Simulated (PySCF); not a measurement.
**Relaxation of singlet TiCl₄**

Method: PySCF, PBE0, basis Ti def2-TZVP, Cl def2-TZVP (no relativity, density fitting). A (50,194) grid was used.

A hand-made square planar start, of D4h symmetry, held to at least that symmetry:

```xyz
5
charge 0 multiplicity 1, angstrom
Ti    0.0000    0.0000    0.0000
Cl    2.3500    0.0000    0.0000
Cl    0.0000    2.3500    0.0000
Cl   -2.3500    0.0000    0.0000
Cl    0.0000   -2.3500    0.0000
```

Optimiser trace:
```csv
step,E − E(last) (kJ/mol),largest gradient (Eh/bohr)
0,46.32,0.03431
1,10.05,0.01768
2,0.67,0.00503
3,0.01,0.00059
4,0.00,0.00002
```

It ends at D4h with Ti–Cl 2.226 Å (×4); Cl–Ti–Cl 90.0° (×4), Cl–Ti–Cl 180.0° (×2). A frequency run shows 1 imaginary mode, down to 120i cm⁻¹, so it is a saddle point. Other isomers or separated fragments may lie lower.

Final geometry:
Coordinates in bohr (charge 0 multiplicity 1):
```
Ti    0.0000    0.0000    0.0000
Cl    4.2064    0.0000    0.0000
Cl    0.0000    4.2064    0.0000
Cl   -4.2064    0.0000    0.0000
Cl    0.0000   -4.2064    0.0000
```

The relaxation took 17 s on 4 threads of a shared Intel Xeon 6975P-C (Granite Rapids) host, with 193 basis functions and 5 gradients; the process peaked at 1.3 GiB.
